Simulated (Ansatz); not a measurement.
Reactions of `N=CC(O)=C[SiH3]`.

Calculated with Ansatz (gas phase, PBE0-D4/def2-TZVP geometries, no zero-point term in ΔE). CBS: MP2 limit from def2 TZ/QZ plus the TZ coupled-cluster correction, frozen cores. This one scheme is used for every species, atoms too. Functionals use def2-TZVPP. Open shells (•) are unrestricted, without spin–orbit coupling. Spin–orbit coupling would lower the free atoms: a little for C, O, Si. One conformer a species, not always the lowest.

| reaction | MP2/CBS(def2) (kJ/mol) | B2PLYP (kJ/mol) | CCSD(T)/CBS(def2) (kJ/mol) |
| --- | --- | --- | --- |
| `N=CC(O)=C[SiH3]` + `N[SiH2]S` → `N[SiH2]S[SiH3]` + `C=C(O)C=N` | -93 | -85 | -87 |
| `N=CC(O)=C[SiH3]` + `N#CO` → `N#CO[SiH3]` + `C=C(O)C=N` | -118 | -120 | -115 |
| `N=CC(O)=C[SiH3]` → 3 C• + 7 H• + N• + O• + Si• | 5124 | 4991 | 5033 |
| `N=CC(O)=C[SiH3]` → `C=C(O)C=N` + `[SiH2]` | 232 | 207 | 213 |
| `N=CC(O)=C[SiH3]` + `BN[SiH2]Cl` → `BN([SiH3])[SiH2]Cl` + `C=C(O)C=N` | -68 | -61 | -65 |

Largest T1 diagnostic: 0.014, for `N#CO`.
